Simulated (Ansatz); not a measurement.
Two isomers of CH7BSi2: A = `CB1[SiH2][SiH2]1`, B = `BC1[SiH2][SiH2]1`.

Calculated with Ansatz (gas phase, PBE0-D4/def2-TZVP geometries, no zero-point term in ΔE). CCSD(T)/CBS is the MP2 limit (def2-TZVPP, def2-QZVPP) plus CCSD(T) − MP2 in def2-TZVPP, frozen cores. Functionals use def2-TZVPP. B3LYP here is the variant with VWN-RPA as its local correlation; programs differ in this.

A:

Z-matrix (Å, degrees):
```
C
B 1 1.566
H 1 1.092 2 114.1
H 1 1.099 2 106.3 3 -116.7
H 1 1.092 2 114.1 3 126.5
Si 2 1.907 1 130.2 3 -2.9
Si 2 1.907 1 130.2 3 -123.7
H 6 1.482 2 124.3 1 165.7
H 6 1.489 2 125.0 1 -11.1
H 7 1.489 2 124.9 1 11.2
H 7 1.482 2 124.3 1 -165.8
```

B:

Z-matrix (Å, degrees):
```
C
Si 1 1.878
Si 1 1.972 2 71.0
B 1 1.509 2 120.7 3 -84.6
H 1 1.089 2 119.6 3 106.3
H 2 1.480 1 115.6 3 -107.7
H 2 1.478 1 117.1 3 113.4
H 3 1.479 1 116.4 2 -115.9
H 3 1.481 1 111.8 2 112.6
H 4 1.198 1 121.1 2 -175.2
H 4 1.203 1 120.1 2 7.5
```

Problem. Which is lower in electronic energy at CCSD(T)/CBS, and by how much? (Estimate.)

Solution. Ansatz gave: B, by 56.9 kJ/mol.

Problem. Give E(B) − E(A) in kJ/mol with B2PLYP, ωB97M-V, r2SCAN-D4, B3LYP-D4, CCSD/def2-TZVPP, CCSD(T)/def2-TZVPP, HF/def2-TZVPP. (Best estimate.)

Solution. Ansatz gave: B2PLYP -54.8, ωB97M-V -63.6, r2SCAN-D4 -49.7, B3LYP-D4 -52.9, CCSD/def2-TZVPP -60.0, CCSD(T)/def2-TZVPP -54.0, HF/def2-TZVPP -84.6. None reverses the order clearly.

Problem. Does the order hold for the free energy at 298.15 K (harmonic terms from PBE0-D4)? (Best estimate.)

Solution. Computed: Yes: G(B) − G(A) = -59.9 kJ/mol.

Largest T1 diagnostic: 0.015.

In def2-TZVPP, CCSD(T) changes the Hartree–Fock value by +30.6 kJ/mol (the triples alone add +6.0 kJ/mol) and MP2 by +23.5 kJ/mol. At CCSD(T), def2-SVP lies +16.9 kJ/mol from the extrapolated value and def2-TZVPP +2.9 kJ/mol.
